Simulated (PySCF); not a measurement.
CH₆FNOSi₂, SMILES N1[SiH2]CO[Si@H]1F. Atoms are numbered in the order given.

```xyz
12

F     -2.1831    -0.5135     0.7159
Si    -1.1090    -0.0259    -0.4197
N     -0.0994     1.2551     0.1649
Si     1.5767     0.7651     0.3746
C      1.3241    -1.0750    -0.1620
O      0.0155    -1.2210    -0.7350
H     -1.9322     0.2560    -1.6267
H     -0.4544     2.1765     0.4275
H      2.0701     0.8943     1.7926
H      2.5320     1.5270    -0.5092
H      2.0778    -1.3953    -0.9127
H      1.4345    -1.7544     0.7136
```

Geometry optimised at PBE-D3(BJ)/def2-SVP. The structure was generated by enumeration; whether it is a known compound was not checked. The values are those of a single conformer.

Two levels are set side by side: PBE/pcSseg-1 (PySCF) and HF/pcSseg-1 (PySCF). GIAO shifts against CFCl3 (¹⁹F), H2O (¹⁷O), NH3 (¹⁵N), TMS (²⁹Si), TMS (¹H), TMS (¹³C) at the same level; non-relativistic, no solvent, atoms listed together averaged. Differences are taken from unrounded values.

| quantity | PBE |
|---|---|
| δ(¹⁹F) of F1 (ppm) | -138.8 |
| δ(²⁹Si) of Si2 (ppm) | -24.4 |
| δ(¹⁵N) of N3 (ppm) | 39.5 |
| δ(²⁹Si) of Si4 (ppm) | -27.3 |
| δ(¹³C) of C5 (ppm) | 59.4 |
| δ(¹⁷O) of O6 (ppm) | 51.5 |
| δ(¹H) of H7 (ppm) | 5.50 |
| δ(¹H) of H8 (ppm) | 1.43 |
| δ(¹H) of H9, H10 (ppm) | 5.52 |
| δ(¹H) of H11, H12 (ppm) | 4.69 |

Task: These are the PBE values. What does HF give? (An estimate is asked for; the answer gives what the named calculation found.)

Result: 
```
quantity                     HF  PBE minus HF
-----------------------  ------  ------------
δ(¹⁹F) of F1 (ppm)       -101.5         -37.3
δ(²⁹Si) of Si2 (ppm)      -39.0          14.6
δ(¹⁵N) of N3 (ppm)         17.6          21.9
δ(²⁹Si) of Si4 (ppm)      -29.1           1.8
δ(¹³C) of C5 (ppm)         49.3          10.1
δ(¹⁷O) of O6 (ppm)          0.3          51.2
δ(¹H) of H7 (ppm)          4.65          0.84
δ(¹H) of H8 (ppm)          1.43          0.01
δ(¹H) of H9, H10 (ppm)     4.91          0.61
δ(¹H) of H11, H12 (ppm)    4.19          0.50
```

Rough cost on one machine, each run with all the roots and properties that it gave: HF against PBE within a factor of 2.
